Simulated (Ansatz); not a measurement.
Start from `[CH3][Ta]([NH2])(=[O])[Cl]` and change one element to get `[CH3][Ta]([NH2])(=[S])[Cl]`.

Ansatz, PBE0-D4/def2-TZVP geometries, multiplicity 1. Each molecule was computed in one conformer, which needn't be the lowest.

Elements past krypton have def2 core potentials.

| property | `[CH3][Ta]([NH2])(=[O])[Cl]` |
| --- | --- |
| HOMO–LUMO gap (PBE/def2-TZVPP) / eV | 4.61 |
| size of the dipole moment (PBE/def2-TZVPP) / D | 3.54 |
| LUMO energy (B3LYP/def2-TZVPP) / eV | -1.75 |
| HOMO energy (PBE0/def2-TZVPP) / eV | -8.36 |
| HOMO energy (PBE/def2-TZVPP) / eV | -6.97 |
| zero-point energy (PBE0-D4/def2-TZVP) / kJ/mol | 169.9 |

(1) What does the change do to each property? (Estimate.)

## Answers

(1) Computed: 
| property | `[CH3][Ta]([NH2])(=[S])[Cl]` | shift |
| --- | --- | --- |
| HOMO–LUMO gap (PBE/def2-TZVPP) / eV | 3.66 | -0.95 |
| size of the dipole moment (PBE/def2-TZVPP) / D | 3.66 | 0.12 |
| LUMO energy (B3LYP/def2-TZVPP) / eV | -2.14 | -0.39 |
| HOMO energy (PBE0/def2-TZVPP) / eV | -7.57 | 0.79 |
| HOMO energy (PBE/def2-TZVPP) / eV | -6.42 | 0.55 |
| zero-point energy (PBE0-D4/def2-TZVP) / kJ/mol | 165.9 | -4.0 |

With PBE0 the HOMO rises by 0.79 eV and the LUMO falls by 0.43 eV, so the gap narrows by about 1.22 eV. PBE moves the HOMO by 0.55 eV and ωB97M-V by 1.04 eV. Dipoles are sizes alone; their direction can turn.

B3LYP here is the variant with VWN-RPA as its local correlation; programs differ in this.
